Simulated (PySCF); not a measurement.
Lowest empty level (eV) of eight silicon and germanium compounds: PBE beside HF, computed with PySCF for isolated molecules in the bases named; differences from unrounded values. The eight are the first of their class met in an unordered collection, after screening for sound electronic states; none was chosen by its value. Each molecule has one DFT geometry for both levels.

| molecule | basis | HF | PBE | difference |
|---|---|---|---|---|
| C2H10OSi3, SMILES C1[Si@H]([SiH2][C@H]1[SiH3])O | def2-TZVP | 2.65 | (withheld) | (withheld) |
| C3H7NSi, SMILES CC1=NC[SiH2]1 | def2-TZVP | 2.67 | -1.60 | -4.26 |
| CH₁₀O₂Si₃, SMILES OC[Si](O)([SiH3])[SiH3] | def2-TZVP | 2.33 | -1.65 | -3.98 |
| CH₃FO₃Si, SMILES F[Si@H](O)OC=O | def2-TZVP | 3.48 | (withheld) | (withheld) |
| C₂H₉NOSi₂, SMILES [SiH2](O)/C=N\[SiH2]C | def2-TZVP | 2.38 | -2.52 | -4.90 |
| CH6O2Si2, SMILES O=C([SiH2]O)[SiH3] | def2-TZVP | 1.99 | -3.30 | -5.29 |
| C2H4BrClSi, SMILES C=C[SiH](Cl)Br | def2-TZVP | 2.50 | (withheld) | (withheld) |
| CH₁₁NOSi₃, SMILES N[SiH2]OC([SiH3])[SiH3] | def2-TZVP | 3.01 | -0.62 | -3.63 |

Q: Complete the blanks. (An estimate is asked for; the answer gives what the named calculation found.)

A: 
- C2H10OSi3, SMILES C1[Si@H]([SiH2][C@H]1[SiH3])O, PBE: -1.19
- C2H10OSi3, SMILES C1[Si@H]([SiH2][C@H]1[SiH3])O, difference: -3.85
- CH₃FO₃Si, SMILES F[Si@H](O)OC=O, PBE: -1.95
- CH₃FO₃Si, SMILES F[Si@H](O)OC=O, difference: -5.44
- C2H4BrClSi, SMILES C=C[SiH](Cl)Br, PBE: -2.20
- C2H4BrClSi, SMILES C=C[SiH](Cl)Br, difference: -4.70

PBE lies below HF in 8 and above it in 0 of the eight; the mean signed difference is -4.51 and the largest -5.44 eV.
